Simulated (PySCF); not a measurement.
**A failing input for BTe⁻**

```python
from pyscf import gto, dft

mol = gto.M(
    atom='B 0 0 0; Te 0 0 2.235',
    basis='sto-3g',
    charge=-1,
    spin=0,
    verbose=4,
)
mf = dft.RKS(mol, xc='revpbe')
mf.diis = False
mf.kernel()
mf.dip_moment()
print('orbital energies (hartree):', mf.mo_energy[..., max(0, mol.nelec[1]-3):mol.nelec[0]+3].round(4))
```

```bash
$ OMP_NUM_THREADS=1 python input.py
```

The log, shortened:

```
[earlier lines left out]
Initial guess from minao.
tot grids = 36008
init E= -6553.67267214288
cycle= 1 E= -6573.03337615302  delta_E= -19.4  |g|= 0.455  |ddm|= 2.06
cycle= 2 E= -6569.24601132273  delta_E= 3.79  |g|= 2.09  |ddm|= 4.85
cycle= 3 E= -6572.45169070162  delta_E= -3.21  |g|= 0.546  |ddm|= 6.08
cycle= 4 E= -6568.36870009411  delta_E= 4.08  |g|= 1.83  |ddm|= 6.14
cycle= 5 E= -6572.43812515555  delta_E= -4.07  |g|= 0.54  |ddm|= 6.16
cycle= 6 E= -6568.36668357643  delta_E= 4.07  |g|= 1.83  |ddm|= 6.16
cycle= 7 E= -6572.43800263765  delta_E= -4.07  |g|= 0.54  |ddm|= 6.16
cycle= 8 E= -6568.36672653046  delta_E= 4.07  |g|= 1.83  |ddm|= 6.16
cycle= 9 E= -6572.43799861885  delta_E= -4.07  |g|= 0.54  |ddm|= 6.16
cycle= 10 E= -6568.36672876375  delta_E= 4.07  |g|= 1.83  |ddm|= 6.16
[30 cycles left out]
cycle= 41 E= -6572.43799843884  delta_E= -4.07  |g|= 0.54  |ddm|= 6.16
cycle= 42 E= -6568.36672886688  delta_E= 4.07  |g|= 1.83  |ddm|= 6.16
cycle= 43 E= -6572.43799843884  delta_E= -4.07  |g|= 0.54  |ddm|= 6.16
cycle= 44 E= -6568.36672886688  delta_E= 4.07  |g|= 1.83  |ddm|= 6.16
cycle= 45 E= -6572.43799843884  delta_E= -4.07  |g|= 0.54  |ddm|= 6.16
cycle= 46 E= -6568.36672886688  delta_E= 4.07  |g|= 1.83  |ddm|= 6.16
cycle= 47 E= -6572.43799843884  delta_E= -4.07  |g|= 0.54  |ddm|= 6.16
cycle= 48 E= -6568.36672886689  delta_E= 4.07  |g|= 1.83  |ddm|= 6.16
cycle= 49 E= -6572.43799843884  delta_E= -4.07  |g|= 0.54  |ddm|= 6.16
cycle= 50 E= -6568.36672886688  delta_E= 4.07  |g|= 1.83  |ddm|= 6.16
SCF not converged.
SCF energy = -6568.36672886688

WARN: System has nonzero charge -1; the dipole moment is origin-dependent.
Location of origin: [0. 0. 0.]

Dipole moment(X, Y, Z, Debye): -0.00000,  0.00000, 39.98910
orbital energies (hartree): [-0.031  -0.031   0.2466  0.4158  0.4158  0.532 ]
```

Task: Which setting is at fault, why, and what does a mended input give?

Result: The DIIS space (off): without DIIS the plain iteration does not settle within the cycle limit. With this edit
```diff
- mf.diis = False
```
the run finishes: E(SCF) = -6573.225868 Eh, 9 cycles.

No relativity is included for the heavy element. The basis has no diffuse functions, which an anion needs. The basis is very small, so the numbers show the basis as much as the system. Stability towards an unrestricted solution was not tested. The bond length is a typed value, not an optimised one. The dipole of an ion depends on the origin.
